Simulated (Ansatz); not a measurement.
Relaxation of CH3NSSi (7 atoms, charge 0, multiplicity 1), to a largest force component of 0.015 eV/Å in at most 40 steps.

The calculation used RKS revPBE/def2-SVP in Ansatz.

```xyz
7
Properties=species:S:1:pos:R:3
N -0.696 0.721 1.922
C -0.183 0.706 0.825
Si 0.160 1.430 -0.793
S 2.206 1.976 -1.182
H -0.681 0.014 2.650
H -0.168 0.564 -1.907
H 2.305 2.913 -0.249
```

Problem. Where does it end, and by what steps?

Solution. The run converged. After 16 steps the energy has fallen by 0.283 eV; S4 moved furthest, 0.53 Å.

```csv
step,energy less start (eV),largest force component (eV/Å),accepted
0,0.0000,1.373,yes
1,-0.1750,0.775,yes
2,-0.2112,1.163,yes
3,-0.2535,0.460,yes
4,-0.2584,0.558,yes
5,-0.2723,0.316,yes
6,-0.2754,0.230,yes
7,-0.2785,0.273,yes
8,-0.2802,0.150,yes
9,-0.2814,0.139,yes
10,-0.2822,0.087,yes
11,-0.2825,0.056,yes
12,-0.2827,0.041,yes
13,-0.2827,0.154,yes
14,-0.2830,0.058,yes
15,-0.2831,0.018,yes
16,-0.2831,0.008,yes
```

```xyz
7
Properties=species:S:1:pos:R:3
N -0.730 0.630 1.906
C -0.275 0.808 0.795
Si 0.110 1.674 -0.801
S 2.311 1.758 -0.715
H -0.616 -0.182 2.526
H -0.223 0.515 -1.725
H 2.366 3.120 -0.720
```

The run took 27 s on 1 thread of Intel(R) Xeon(R) Platinum 8375C CPU @ 2.90GHz (Ice Lake), on a shared host, peak memory 0.15 GiB.
